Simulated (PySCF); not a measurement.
# CrO₃, singlet: structure and spectrum

These are results of PySCF, B3LYP, basis Cr def2-SVP, O def2-SVP (no relativity, density fitting), not measurements.

The structure is a minimum.

Coordinates in bohr (charge 0 multiplicity 1):
```
Cr    0.0000    0.0000   -0.3456
O     2.8668    0.0000    0.3762
O    -1.4334    2.4827    0.3762
O    -1.4334   -2.4828    0.3762
```

| Item | Value |
| --- | --- |
| Point group | C3v |
| Bond lengths | Cr–O 1.564 Å (×3) |
| Bond angles | O–Cr–O 114.2° (×3) |
| Highest occupied level | -8.89 eV |
| Dipole moment | 3.01 D |
| Rotational symmetry number | 3 |
| Atomisation energy without zero-point energy | 1335 kJ/mol |
| Zero-point energy | 25.8 kJ/mol |
| Rotational constants | 0.2864, 0.2864, 0.1526 cm⁻¹ |
| Lowest empty level | -5.45 eV |
| Principal polarisabilities | 15.5, 35.6, 35.6 bohr³ |
| Entropy at 298.15 K and 1 bar | 275.9 J/(mol K) |
| Principal quadrupole moments (Buckingham, traceless) about the centre of mass | -4.22, -4.22, 8.43 D Å |
| Enthalpy at 298.15 K above 0 K | 13.11 kJ/mol |
| Heat capacity Cp at 298.15 K | 56.7 J/(mol K) |

Harmonic modes (masses in u: Cr 51.941, O 15.995):
```csv
symmetry,ω (cm⁻¹),"IR (km/mol, summed over degenerate members)",type
a1,235,68.1,bend
e,393,0.8,bend
a1,1047,6.7,stretch
e,1119,369,stretch
```

In C3v the vibrations span 2a1 + 2e.

Charges (e):
| atom | Mulliken | Löwdin | polar tensor | Mayer order to Cr1 |
| --- | --- | --- | --- | --- |
| Cr1 | 1.06 | 0.29 | 1.76 | – |
| O2,3,4 | -0.35 | -0.10 | -0.59 | 1.89 |

Mulliken populations on Cr1: s 6.07, p 12.50, d 4.35, f 0.02.

Outer orbital energies (eV). occupied: -12.81, -11.94, -11.94, -11.81, -10.03, -9.61, -9.61, -8.89; empty: -5.45, -3.97, -3.97, -1.28.

Formally Cr is in oxidation state +6, d0. A d0 centre has no lone pair, yet it is C3v rather than trigonal planar: covalent bonding through the d orbitals favours lower symmetry. The polar-tensor charge on Cr, 1.76, is far below the formal one.

This need not be the most stable arrangement of these atoms.

The final relaxation and frequency run took about 30 core-seconds on a shared host.
